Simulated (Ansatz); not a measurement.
# Cost against result

Saddle point of CH$_{6}$GaN, singlet (CH₆GaN ([CH3][GaH][NH2]) → GaNH₂ ([NH][GaH]) + CH₄; bonds formed: C2–H4; bonds broken: Ga1–C2, N3–H4), PBE0-D4/def2-TZVP structure:

Ga1  (-1.258, -0.018, -0.007)
C2  (0.884, 0.679, -0.040)
N3  (-0.507, -1.597, 0.107)
H4  (0.495, -0.610, 0.045)
H5  (-2.231, 1.180, -0.096)
H6  (1.907, 0.285, -0.022)
H7  (0.805, 1.248, -0.971)
H8  (0.812, 1.356, 0.815)
H9  (-0.907, -2.525, 0.167)
(Å)

Barriers are electronic and count from the start structure reached by relaxing down the imaginary mode.

Computed with Ansatz 0.2.0 (basis: as named in each row); correlated methods freeze the cores. Filled d shells of the heavier atoms are correlated. The def2 sets are not built for correlating such inner shells, so the correlated values are less sure here. B3LYP uses VWN-RPA correlation. Extrapolation: Hartree–Fock as exp(−7.88 √X), correlation as X^−2.97.

Times are rough, for one single point on 4 threads of a shared host (Arm Neoverse V2).

The estimate by CCSD(T) at an estimated basis limit (MP2 extrapolated from triple and quadruple zeta, plus CCSD(T) − MP2 in triple zeta) is 3.377 eV.

```tsv
method	basis	time (s)	barrier (eV)	method less estimate
HF	STO-3G	under 1	5.100	1.724
SPW92	def2-SVP	under 1	2.791	-0.586
PBE-D4	STO-3G	under 1	2.953	-0.424
PBE-D4	def2-SVP	under 1	2.927	-0.450
B3LYP-D4	6-31G	under 1	3.553	0.176
PBE0-D4	def2-SVP	under 1	3.277	-0.100
SPW92	def2-TZVPP	under 1	2.817	-0.560
PBE-D4	def2-TZVPP	1	2.954	-0.423
BLYP-D4	def2-TZVPP	1	3.049	-0.328
BHLYP-D4	def2-TZVPP	1	3.659	0.283
PBE0-D4	def2-TZVPP	1	3.269	-0.108
B3LYP-D4	def2-TZVPP	1	3.302	-0.074
CAM-B3LYP-D4	def2-TZVPP	2	3.455	0.078
CCSD(T)	def2-SVP	2	3.462	0.085
r2SCAN-D4	def2-TZVPP	2	3.163	-0.213
r2SCAN0-D4	def2-TZVPP	2	3.389	0.012
PBE-QIDH	def2-TZVPP	3	3.408	0.031
B2PLYP	def2-TZVPP	3	3.314	-0.063
wB97M-V	def2-SVP	3	3.420	0.043
RPA on PBE	def2-TZVPP	3	3.294	-0.083
wB97X-V	def2-TZVPP	4	3.492	0.115
wB97M-V	def2-TZVPP	4	3.414	0.037
B97M-V	def2-TZVPP	5	3.293	-0.083
MP2	def2-QZVPP	10	3.276	-0.100
CCSD(T)	def2-TZVPP	32	3.366	-0.011
```

All methods are single points on the PBE0-D4 structures.

The T1 diagnostic stays at or below 0.023.

Labels in which every atom is bracketed show which atoms are joined, not bond orders.
